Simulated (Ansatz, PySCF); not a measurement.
Molecule: C$_{5}$H$_{7}$ (charge -1, singlet). It need not be the lowest isomer of its formula. Whether it binds its extra electron was not tested at this geometry. 
Structure (B3LYP-D3(BJ)/def2-TZVP (Ansatz, a quantum-chemistry and plane-wave program) minimum search):
SMILES: [C-](/C=C\C)=C
```xyz
12

C      2.0421    -0.3340     0.5562
C      1.1731    -0.2276    -0.4491
C      0.1243     0.7098    -0.5911
C     -1.1966     0.5941    -0.2652
C     -1.7561    -0.6262     0.4070
H      2.8321    -1.0909     0.5718
H      2.0387     0.3157     1.4502
H      0.3975     1.6141    -1.1455
H     -1.8922     1.3672    -0.5779
H     -1.7061    -0.5997     1.5059
H     -2.8094    -0.7916     0.1454
H     -1.1815    -1.5113     0.1029
```
Charge -1, spin multiplicity 1.

Total electronic energies in hartree. Valence correlation only, unless marked. Spin-orbit coupling is left out. No relativistic terms. CBS(X,Y): correlation extrapolated as X^-3; Hartree-Fock from the larger set. [CCSD(T)-MP2]/basis is that difference in the basis named.

```
level                                                                 program  energy (Eh)
-------------------------------------------------------------  --------------  -----------
HF-D4/def2-TZVPD                                                PySCF + dftd4   -193.40157
RI-HF/aug-cc-pVTZ                                                      Ansatz   -193.36505
PBE-D4/def2-TZVPD                                              Ansatz + dftd4          [?]
r2SCAN0-D4/def2-TZVPD                                          Ansatz + dftd4          [?]
B2PLYP-D4/def2-TZVPD                                           Ansatz + dftd4   -194.54817
RI-MP2/aug-cc-pVQZ                                                     Ansatz   -194.27793
CCSD/STO-3G                                                            Ansatz   -191.13586
CCSD(T)/cc-pVDZ                                                        Ansatz   -194.06918
RI-MP2/CBS(aug-cc-pVTZ,aug-cc-pVQZ)+[CCSD(T)-MP2]/aug-cc-pVDZ          Ansatz    -194.3928
```

Problem. Fill in the missing entries.

Solution. 
- PBE-D4/def2-TZVPD, energy (Eh): -194.47467
- r2SCAN0-D4/def2-TZVPD, energy (Eh): -194.58565
